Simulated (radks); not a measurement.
Trend from Rb2+ to Xe2+: ionisation energy by Delta-SCF between NIST ground configurations, and size. All-electron calculation, scalar-relativistic Kohn-Sham, LDA (Slater exchange, Perdew-Wang correlation), spin-polarised, spherical densities, point nucleus; open shells are filled with parallel spins first (spin-orbit coupling, left out, can overturn this in heavy ions). Program: a radial shooting solver on a logarithmic mesh with Libxc functionals.

species      configuration  IE (eV)  NIST (eV)       kind  -e(HOMO) (eV)  outermost  <r> outermost (bohr)  r at 0.001 e/bohr^3 (bohr)
Rb2+     [Ar] 3d10 4s2 4p5   39.587     39.247  semi-emp.    33.447 (4p)         4p                  1.64                        3.41
Sr2+                  [Kr]   43.179     42.884       exp.    36.656 (4p)         4p                  1.55                        3.33
Zr2+              [Kr] 4d2   23.285     23.170  semi-emp.    18.059 (4d)         4d                  2.00                        3.63
Nb2+              [Kr] 4d3   25.651     25.040  semi-emp.    20.088 (4d)         4d                  1.85                        3.62
Mo2+              [Kr] 4d4   27.911       27.1  semi-emp.    22.026 (4d)         4d                  1.72                        3.58
Tc2+              [Kr] 4d5   30.097     29.550  semi-emp.    23.903 (4d)         4d                  1.61                        3.52
Ru2+              [Kr] 4d6   28.904     28.470  semi-emp.    22.777 (4d)         4d                  1.55                        3.47
Rh2+              [Kr] 4d7   31.317     31.060  semi-emp.    24.856 (4d)         4d                  1.46                        3.42
Pd2+              [Kr] 4d8   33.632     32.930  semi-emp.    26.856 (4d)         4d                  1.38                        3.36
Ag2+              [Kr] 4d9   35.880       34.8  semi-emp.    28.803 (4d)         4d                  1.31                        3.30
Cd2+             [Kr] 4d10   38.078      37.47       exp.    30.710 (4d)         4d                  1.25                        3.24
In2+         [Kr] 4d10 5s1   28.976     28.044       exp.    24.539 (5s)         5s                  2.32                        3.55
Sn2+         [Kr] 4d10 5s2   31.174     30.506       exp.    26.530 (5s)         5s                  2.20                        3.67
Sb2+     [Kr] 4d10 5s2 5p1   24.974     25.324       exp.    20.753 (5p)         5p                  2.48                        3.86
Te2+     [Kr] 4d10 5s2 5p2   27.738      27.84       exp.    23.193 (5p)         5p                  2.32                        3.91
I2+      [Kr] 4d10 5s2 5p3   30.376      29.57       exp.    25.553 (5p)         5p                  2.19                        3.89
Xe2+     [Kr] 4d10 5s2 5p4   30.886      31.05  semi-emp.    26.079 (5p)         5p                  2.09                        3.86

Reference values: NIST Atomic Spectra Database (exp. = measured, semi-emp. = semi-empirical, theory = theoretical value adopted there). Open shells are spherical and high-spin; term and fine-structure splittings are not resolved. Spin-orbit splitting is averaged out at the scalar-relativistic level.
